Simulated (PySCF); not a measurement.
TDDFT excited states: SeF4

Compound: selenium tetrafluoride, SeF4.
SMILES with atom numbers: `[F:1][Se:2]([F:3])([F:4])[F:5]`

Theory: PySCF, TDDFT CAM-B3LYP/aug-cc-pVTZ, vertical, gas phase, core orbitals frozen in the response. Geometry: PBE0-D3(BJ)/def2-TZVP; no solvent, vibrations or thermal averaging. Relativistic effects, spin–orbit coupling among them, are left out although an element past zinc is present.

Q: What does the calculation give for the low-lying excited states?

A: 

```tsv
state	E (eV)	E (hartree)	f	symmetry	main configurations (H = HOMO, L = LUMO)
S1	6.40	0.2352	0.044	B1 or B2	H→L (98%)
S2	7.72	0.2836	0.0000	–	H-2→L (98%)
S3	7.73	0.2841	0.0061	B1 or B2	H-1→L (94%)
S4	7.79	0.2864	0.058	A1	H→L+1 (91%)
S5	8.16	0.3000	0.0000	–	H-4→L (98%)
S6	8.39	0.3082	0.0001	–	H-3→L (90%)
S7	9.05	0.3325	0.0000	–	H-1→L+1 (75%), H-6→L (14%)
S8	9.12	0.3351	0.041	B1 or B2	H-2→L+1 (53%), H→L+2 (30%)
S9	9.13	0.3354	0.0064	A1	H-5→L (94%)
S10	9.38	0.3447	0.0000	–	H-6→L (84%), H-1→L+1 (13%)
```

Triplets (Tamm–Dancoff): T1 5.06 eV, H→L (96%); T2 7.13 eV, H→L+1 (88%); T3 7.26 eV, H-1→L (94%); T4 7.49 eV, H-2→L (92%).

The lowest singlet lies at 6.40 eV (194 nm, vacuum ultraviolet) and is of moderate strength; its leading configuration is HOMO→LUMO (98%). The most intense listed level is S4 at 7.79 eV (159 nm, f = 0.058), 1.39 eV above S1. S8/S9 lie within about 0.01 eV of each other. Löwdin shares by element: HOMO fluorine 62% or more, selenium 33%; LUMO selenium 65%, fluorine 30% or more. The listed states span 2.98 eV, and the widest gap between neighbours is 1.32 eV (S1 to S2). Of the 10 states listed, 3 reach f = 0.01 and 5 stay under 0.0005. The oscillator strengths of these states sum to 0.155; summed over the whole spectrum of an exact calculation they would give the number of electrons, 70 (Thomas–Reiche–Kuhn). Symmetry labels in C2v follow from the direction of the transition dipole and are given only for states with f of 0.002 or more; B1 and B2 swap with the choice of axes. Only the lowest 10 singlets were computed, as vertical energies without vibronic structure.
